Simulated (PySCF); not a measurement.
SMILES COCC(OC(=[OH+])C)C (C₆H₁₃O₃ (cation, charge +1)) (GFN2-xTB optimised geometry):

```
22

C      1.375     1.258     0.000
O      0.870     0.545    -1.115
C      1.263     1.097    -2.351
C      0.605     0.263    -3.460
C      0.675     0.915    -4.825
O     -0.795     0.182    -3.066
C     -1.191    -0.671    -2.228
C     -2.548    -0.503    -1.668
O     -0.449    -1.683    -1.916
H      1.014     2.290     0.000
H      1.013     0.740     0.885
H      2.468     1.258     0.000
H      2.353     1.059    -2.474
H      0.932     2.143    -2.423
H      1.026    -0.747    -3.468
H      0.184     0.293    -5.569
H      0.192     1.888    -4.807
H      1.714     1.043    -5.112
H     -2.468    -0.232    -0.613
H     -3.120    -1.429    -1.727
H     -3.080     0.292    -2.186
H     -0.816    -2.290    -1.251
```

Level of theory: PBE0/def2-SVP in PySCF 2.14.0.

Task: What are the frontier orbital energies?

Result: HOMO-2 -13.75 eV, HOMO-1 -13.13 eV, HOMO -11.44 eV, LUMO -6.00 eV, LUMO+1 -3.38 eV.

Meta-Löwdin charges at PBE0/def2-SVP: C1 -0.09, O2 -0.42, C3 0.02, C4 0.13, C5 -0.31, O6 -0.21, C7 0.59, C8 -0.34, O9 -0.32, H10 0.10, H11 0.12, H12 0.11, H13 0.12, H14 0.10, H15 0.13, H16 0.13, H17 0.13, H18 0.14, H19 0.17, H20 0.16, H21 0.17, H22 0.39.
